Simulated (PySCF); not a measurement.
**Radial density of He (helium, neutral)**

UHF, 1s1 2p1, 1s spin antiparallel (an excited configuration). All numbers are calculated (PySCF 2.14, the spin-free X2C one-electron Hamiltonian (Gaussian nucleus), in dyall-av3z).

| r (bohr) | 4πr²ρ (e/bohr) | 4πr²(ρα − ρβ) |
| --- | --- | --- |
| 0.0155 | 0.007237 | -0.0072 |
| 0.0262 | 0.01955 | -0.0196 |
| 0.0440 | 0.05150 | -0.0515 |
| 0.0740 | 0.1291 | -0.1291 |
| 0.124 | 0.2987 | -0.2985 |
| 0.209 | 0.6019 | -0.6005 |
| 0.352 | 0.9656 | -0.9564 |
| 0.592 | 1.066 | -1.0193 |
| 0.996 | 0.6910 | -0.4907 |
| 1.68 | 0.5070 | 0.2785 |
| 2.82 | 0.4054 | 0.3975 |
| 4.74 | 0.007937 | 0.0079 |

Densities and radii are taken from the X2C orbitals without a picture-change correction, which distorts them close to the nucleus.

The outer electron is Rydberg-like, and this basis confines it to a smaller radius and binds it less than a complete one would. With the s spin flipped the determinant is a mixture of two multiplicities, not a spectroscopic state. At UHF the highest occupied level has a positive energy, so only the finite basis holds that electron; for this excited configuration the basis is too tight for the outer shell.
